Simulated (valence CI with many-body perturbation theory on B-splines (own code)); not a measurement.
**Which ion has this spectrum?**

A relativistic CI+MBPT calculation for an atom or ion with 24 electrons gives these levels (eV):

| J | Parity | E | g |
| --- | --- | --- | --- |
| 4 | even | 0.000 | 1.29 |
| 2 | even | 5.879 | 1.31 |
| 0 | even | 17.682 |  |
| 3 | even | 25.970 | 1.39 |
| 4 | even | 28.635 | 1.15 |
| 1 | even | 29.657 | 1.35 |
| 5 | even | 34.855 | 1.12 |
| 6 | even | 34.900 | 1.11 |
| 2 | even | 39.721 | 0.94 |
| 3 | even | 40.664 | 1.05 |
| 0 | even | 49.581 |  |
| 2 | even | 49.977 | 1.13 |
| 4 | even | 50.666 | 1.04 |
| 1 | even | 51.216 | 1.07 |

The energies are calculated, and their last digits are not significant.

Which is it?
A. Nd36+
B. Eu39+
C. Pm37+
D. Sm38+

B. Eu39+, ground level (3d3/2^4 3d5/2^2) J=4.
